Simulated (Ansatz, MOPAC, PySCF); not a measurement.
Species: CH2N (charge 0, doublet). SMILES: [CH]=N
Geometry from a B3LYP-D3(BJ)/def2-TZVP (Ansatz, an electronic-structure program) optimisation:
```
C
N 1 1.2170
H 2 1.0264 1 122.80
H 1 1.0983 2 134.02 3 0.00
```
Charge 0, spin multiplicity 2.

Wanted: enthalpy of formation at 298 K, in kcal/mol. Set-up: non-relativistic; dispersion terms only where a functional's name holds one; UHF or UKS for open shells; no spin-orbit coupling; valence correlation only; 6-311+G** with 5d; LANL2DZ all-electron up to Ne; six Cartesian d functions in 6-31G* and its kin unless marked 5d. Ab initio and DFT rows: single points at B3LYP-D3(BJ) geometries (Ansatz), with unscaled harmonic terms from B3LYP/6-31G* at its own minima, enthalpies of formation by atomisation with measured atoms. Semi-empirical rows: MOPAC heats of formation at their own minima for 298 K. A UHF reference is markedly spin-contaminated in at least one set, which strains HF and MP2.

| level | program | enthalpy of formation at 298 K (kcal/mol) |
|---|---|---|
| AM1 | MOPAC | 51.6 |
| PM6 | MOPAC | 48.6 |
| MNDO | MOPAC | 58.8 |
| SVWN5/6-31G* | Ansatz | 15.0 |
| PBE/LANL2DZ | Ansatz | 77.3 |
| B3LYP/STO-3G | Ansatz | 60.0 |
| B3LYP/6-31G* | Ansatz | 71.1 |
| B3LYP/def2-SVP | Ansatz | 64.6 |
| B3LYP/6-311+G** | Ansatz | 67.9 |
| MP2/STO-3G | Ansatz | 144.1 |
| MP2/3-21G | Ansatz | 142.9 |
| MP2/6-31G* | Ansatz | 109.2 |
| MP2/6-311+G** | Ansatz | 95.0 |
| r2SCAN-D4/def2-TZVPD | Ansatz + dftd4 | 67.7 |
| B3LYP-D3(BJ)/def2-TZVPD | Ansatz + dftd3 | 63.1 |
| M06-2X/def2-TZVPD | PySCF | 70.3 |

No value to compare with is used here. The 13 habitual levels span 15.0 (SVWN5/6-31G*) to 144.1 kcal/mol (MP2/STO-3G); M06-2X/def2-TZVPD gives 70.3.

The levels are drawn from those run, B3LYP/6-31G* more often than the rest, none by its result; runs whose electronic state is in doubt are left out.
